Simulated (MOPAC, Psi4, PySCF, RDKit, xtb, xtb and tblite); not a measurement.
Two geometries of SMILES O(C)[SiH2][SiH2]C(C)C (C4H14OSi2), relaxed at GFN2-xTB with one dihedral held; other torsions can differ between them too.

Structure A

```
21

C     -5.3945     2.0340     2.2097
O     -4.4515     2.8297     1.5713
Si    -3.0602     3.4835     2.1045
Si    -1.3054     2.1671     1.3798
C      0.3634     3.0684     1.6361
C      0.5973     3.3952     3.1076
C      0.4381     4.3404     0.7976
H     -6.3471     2.1463     1.6892
H     -5.5218     2.3303     3.2537
H     -5.0934     0.9825     2.1777
H     -3.1281     3.6465     3.5692
H     -3.1480     4.8263     1.5225
H     -1.1855     0.8687     2.0789
H     -1.3693     1.7990    -0.0473
H      1.1711     2.4058     1.3090
H      1.5660     3.8746     3.2493
H      0.5760     2.4912     3.7125
H     -0.1716     4.0730     3.4756
H     -0.3378     5.0434     1.0973
H      0.3067     4.1155    -0.2587
H      1.4038     4.8308     0.9217
```

Structure B

```
21

C     -5.4817     2.1535     2.2410
O     -4.4869     2.8639     1.5808
Si    -3.0420     3.3758     2.1247
Si    -2.0537     1.7737     3.4674
C     -0.2075     2.1630     3.7800
C     -0.0379     3.5108     4.4738
C      0.5902     2.1366     2.4801
H     -6.1750     1.7636     1.4939
H     -6.0300     2.8050     2.9276
H     -5.0606     1.3206     2.8118
H     -3.2323     4.6426     2.8587
H     -2.4431     3.6780     0.8274
H     -2.6901     1.6464     4.7967
H     -2.1103     0.4016     2.9230
H      0.2035     1.3926     4.4404
H      1.0136     3.7103     4.6806
H     -0.5775     3.5305     5.4183
H     -0.4168     4.3155     3.8451
H      0.2268     2.8982     1.7914
H      0.5061     1.1669     1.9939
H      1.6462     2.3297     2.6696
```

Problem. Which is lower in energy at the level PBE0-D3(BJ)/def2-SVP // GFN2-xTB (Psi4), and by how much?

Solution. B is lower, by 0.40 kcal/mol (dihedral C1–O2–Si3–Si4: 100° in A, 40° in B).

E(B) − E(A) in kcal/mol at the other levels, on the same two geometries: GFN2-xTB (xtb and tblite) -1.09; MMFF94 // GFN2-xTB (RDKit) 1.04; PBE0/def2-SVP // GFN2-xTB (Psi4) -0.18; PBE/def2-SVP // GFN2-xTB (Psi4) -0.30; PBE-D3(BJ)/def2-SVP // GFN2-xTB (Psi4) -0.53; UFF // GFN2-xTB (RDKit) -1.43; PM3, restricted, heats of formation // GFN2-xTB (MOPAC) -0.51; PM6, restricted, heats of formation // GFN2-xTB (MOPAC) 1.07; GFN1-xTB // GFN2-xTB (xtb) -0.73; restricted B3LYP/6-31G*, spherical d, density fitting // GFN2-xTB (PySCF) -0.13; restricted BP86/6-31G*, spherical d, density fitting // GFN2-xTB (PySCF) -0.39; restricted M06-2X/6-31G*, spherical d, density fitting // GFN2-xTB (PySCF) -0.58; restricted Hartree-Fock/6-31G*, spherical d, density fitting // GFN2-xTB (PySCF) 0.46.
